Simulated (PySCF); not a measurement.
C2H9InO, singlet, CAM-B3LYP/def2-SVP optimised geometry.

```
13

In    -0.76    -1.59     0.00
H     -1.63    -1.88     1.48
H     -1.63    -1.75    -1.51
C      1.41    -1.59     0.00
H      1.80    -0.94    -0.80
H      1.78    -2.61    -0.18
H      1.81    -1.25     0.96
C     -1.39     1.53     1.18
O     -1.16     0.77     0.00
H     -1.33     2.61     0.96
H     -0.60     1.27     1.89
H     -2.36     1.29     1.63
H     -1.81     0.98    -0.68
```

Density from CAM-B3LYP/def2-TZVP, def2 effective core potentials past Kr (PySCF 2.14.0) at that geometry. The core electrons that the potentials of In replace are not part of the density.

Minimum of the electron density along straight lines between bonded atoms, close to the bond critical point (lines longer than 1.1 times the sum of covalent radii, or with two minima, are not listed):

```json
[
 {"bond": "In1–H2", "length / Å": "1.744", "ρ at the minimum / e bohr⁻³": "0.100", "∇²ρ there / e bohr⁻⁵": "0.12", "position (fraction from the first atom)": "0.63"},
 {"bond": "In1–H3", "length / Å": "1.746", "ρ at the minimum / e bohr⁻³": "0.100", "∇²ρ there / e bohr⁻⁵": "0.12", "position (fraction from the first atom)": "0.63"},
 {"bond": "In1–C4", "length / Å": "2.170", "ρ at the minimum / e bohr⁻³": "0.097", "∇²ρ there / e bohr⁻⁵": "0.16", "position (fraction from the first atom)": "0.51"},
 {"bond": "C4–H5", "length / Å": "1.100", "ρ at the minimum / e bohr⁻³": "0.268", "∇²ρ there / e bohr⁻⁵": "-0.88", "position (fraction from the first atom)": "0.64"},
 {"bond": "C4–H6", "length / Å": "1.101", "ρ at the minimum / e bohr⁻³": "0.266", "∇²ρ there / e bohr⁻⁵": "-0.87", "position (fraction from the first atom)": "0.64"},
 {"bond": "C4–H7", "length / Å": "1.099", "ρ at the minimum / e bohr⁻³": "0.268", "∇²ρ there / e bohr⁻⁵": "-0.88", "position (fraction from the first atom)": "0.64"},
 {"bond": "C8–O9", "length / Å": "1.419", "ρ at the minimum / e bohr⁻³": "0.253", "∇²ρ there / e bohr⁻⁵": "-0.52", "position (fraction from the first atom)": "0.35"},
 {"bond": "C8–H10", "length / Å": "1.101", "ρ at the minimum / e bohr⁻³": "0.280", "∇²ρ there / e bohr⁻⁵": "-0.98", "position (fraction from the first atom)": "0.65"},
 {"bond": "C8–H11", "length / Å": "1.097", "ρ at the minimum / e bohr⁻³": "0.284", "∇²ρ there / e bohr⁻⁵": "-1.01", "position (fraction from the first atom)": "0.65"},
 {"bond": "C8–H12", "length / Å": "1.102", "ρ at the minimum / e bohr⁻³": "0.280", "∇²ρ there / e bohr⁻⁵": "-0.98", "position (fraction from the first atom)": "0.65"},
 {"bond": "O9–H13", "length / Å": "0.966", "ρ at the minimum / e bohr⁻³": "0.356", "∇²ρ there / e bohr⁻⁵": "-2.44", "position (fraction from the first atom)": "0.81"}
]
```
